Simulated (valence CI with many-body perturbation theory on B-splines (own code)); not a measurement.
## Pr XXIX: key properties

Level of theory: valence CI with perturbative core correlation (CI+MBPT): three valence electrons over a frozen Dirac-Fock core [Ar] 3d10, radial functions for each j: 11 s, 11 p, 10 d, 8 f, 5 g, 2 h, with the one-electron correlation potential Σ1, the two-electron term Σ2, the three-electron term Σ3, Breit, model QED; selected CI, second order for the rest, scaled by the run's own slope (own B-spline code, finite nucleus).

The last digits are not significant, and no measured levels were compared; by estimate large intervals hold to a few tenths of a per cent, small ones and those within an open d or f shell to about a per cent.

Levels are named by their leading jj configuration (3d3/2^4 stands for four electrons in 3d with j = 3/2), which in mixed levels can hold well under half, so a name can repeat and another be missing.

Rates and lifetimes use the calculated energies. Strong lines usually hold to 10 to 20 %, long lifetimes can be off by a factor of two.

(1) What is the ground level?

(2) Where does the other parity begin?

(3) What is the ionisation energy?

(4) How well does LS coupling describe the low levels?

(5) Name the longest-lived excited levels whose lifetime is computed, and their main decay.

## Answers

(1) (4s^2 4p1/2) J=1/2, composition 99 % 4s2 4p 2P°, g = 0.662.

(2) At (4s 4p1/2^2) J=1/2, 60.62 eV.

(3) 1029.2 eV; NIST lists 1028 ± 4 eV (theoretical).

(4) Among the lowest 20 levels the leading LS term, summed over configurations, holds 74 % on average. For single configurations the figures are 71 % in LS and 86 % in jj coupling. Terms mix most in the J = 3/2 level at 158.26 eV, where the leading one holds 42 %.

(5) (4s 4p3/2 4d5/2) J=9/2 at 217.36 eV lives 12.4 μs, mostly by M1 to (4s 4p1/2 4d5/2) J=7/2; (4s^2 4p3/2) J=3/2 at 28.62 eV lives 8.94 μs, mostly by M1 to (4s^2 4p1/2) J=1/2.
